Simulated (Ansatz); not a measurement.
Correlation energies of `[Cl][V]([Cl])([Cl])[Cl]` radical by basis set

```xyz
5

Cl   -1.672   -0.985    0.863
V     0.000    0.000    0.000
Cl    1.383   -1.513   -0.556
Cl   -0.590    1.145   -1.689
Cl    0.879    1.353    1.381
```

Charge 0, multiplicity 2. Correlated methods include outer-core shells of V, which these sets cover unevenly. Scalar relativity is left out up to krypton. The geometry is a stationary point of PBE0-D4/def2-TZVP. Frozen core, unrestricted reference, Ansatz.

```tsv
basis	HF (Eh)	MP2 corr.	CCSD corr.	(T)	CCSD(T) total
def2-SVP	-2780.30032	-0.89550	?	-0.05458	?
def2-TZVPP	?	-1.27417	?	?	?
def2-QZVPP	-2781.15398	-1.38737	–	–	–
```

Q: Fill in the withheld values. (Best estimate.)

A: The calculation gave: def2-SVP CCSD corr.: -0.90852; def2-SVP CCSD(T) total: -2781.26342; def2-TZVPP HF (Eh): -2781.08395; def2-TZVPP CCSD corr.: -1.30054; def2-TZVPP (T): -0.08456; def2-TZVPP CCSD(T) total: -2782.46905.
